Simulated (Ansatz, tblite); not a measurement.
Cost and result up the ladder for [closo-B5H5]2- (B5H5²⁻) (10 atoms). The state is a singlet with charge -2. Geometry: PBE0-D4/def2-SVPD.

```
atom   x (Å)   y (Å)   z (Å)
  B1   0.673  -0.060   0.807
  B2  -0.576  -0.840  -0.267
  B3   0.950  -0.390  -0.822
  B4  -0.951   0.391   0.821
  B5  -0.097   0.899  -0.540
  H6   1.462  -0.129   1.754
  H7  -1.251  -1.824  -0.581
  H8   1.835  -0.753  -1.586
  H9  -1.835   0.754   1.586
 H10  -0.211   1.952  -1.172
```

Ansatz on 4 threads of Intel Xeon on a shared host; xTB runs through tblite on one thread. Times are rough, summed over both states, and most runs start from the orbitals of an earlier one. PBE0-D4/def2-TZVPD serves as the yardstick here, not as an exact answer. The other state is a doublet.

The xTB rows come from tblite. A multiply charged anion in the gas phase is held together partly by the finite basis. Removing one electron lowers the energy by 2.60 eV at PBE0-D4/def2-TZVPD, so it isn't bound.

Raw xTB energies of ions are shifted by several eV.

```tsv
level	functions	wall time
GFN2-xTB	25	0.023 s
GFN1-xTB	30	0.024 s
PBE-D4/def2-TZVPD	230	19 s
PBE0-D4/def2-TZVPD	230	24 s
r2SCAN-D4/def2-TZVPD	230	30 s
```

Task: Estimate what each level gives for the vertical IE (eV).

Result: 
```csv
level,vertical IE (eV),difference from PBE0-D4/def2-TZVPD (eV),remarks
GFN2-xTB,-1.27,1.33,–
GFN1-xTB,1.34,3.94,–
PBE-D4/def2-TZVPD,-2.53,0.06,HOMO above zero (-2 singlet)
PBE0-D4/def2-TZVPD,-2.60,0.00,HOMO above zero (-2 singlet)
r2SCAN-D4/def2-TZVPD,-2.70,-0.10,HOMO above zero (-2 singlet)
```
